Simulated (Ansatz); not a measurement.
C$_{2}$H$_{9}$AlClP (`[CH3][Al-]([CH3])([PH3+])[Cl]`), relaxed with RKS PBE-D4/def2-SVP in the Gaussian-basis code of Ansatz from a rough embedded geometry. The force threshold is 0.03 eV/Å; the program also tests the step.

The species carries charge 0 and has multiplicity 1.

Start:

```xyz
14

C    -1.132   -1.439    0.399
Al    0.413   -0.343   -0.007
C     0.245    0.308   -1.849
P     0.499    1.456    1.379
Cl    2.296   -1.505    0.206
H    -2.077   -0.929    0.299
H    -1.154   -2.349   -0.311
H    -1.027   -1.872    1.421
H     1.089    0.978   -2.144
H    -0.704    0.920   -1.990
H     0.207   -0.530   -2.582
H    -0.635    1.335    2.295
H     0.346    2.575    0.725
H     1.633    1.394    2.158
```

Task: By how much does the energy fall, and how many steps does the optimiser take? (An estimate is asked.)

Result: Computed: 26.08 kcal/mol, in 18 steps, 1 of them rejected.

Task: Which bonds change most? (An estimate is asked.)

Result: Computed: Al2–P4 from 2.272 to 2.570 Å; P4–H13 from 1.306 to 1.430 Å; P4–H14 from 1.377 to 1.429 Å; Al2–Cl5 from 2.223 to 2.179 Å.

Task: Give the relaxed structure. (Estimate.)

Result: The calculation gave: 
```xyz
14

C    -1.068   -1.708    0.479
Al    0.318   -0.549   -0.305
C     0.103    0.389   -2.023
P     0.439    1.398    1.367
Cl    2.369   -1.035    0.244
H    -2.074   -1.235    0.458
H    -1.148   -2.652   -0.103
H    -0.846   -1.997    1.528
H     0.907    1.131   -2.209
H    -0.874    0.912   -2.103
H     0.142   -0.342   -2.861
H    -0.574    2.358    1.700
H     1.511    2.315    1.131
H     0.794    1.014    2.696
```
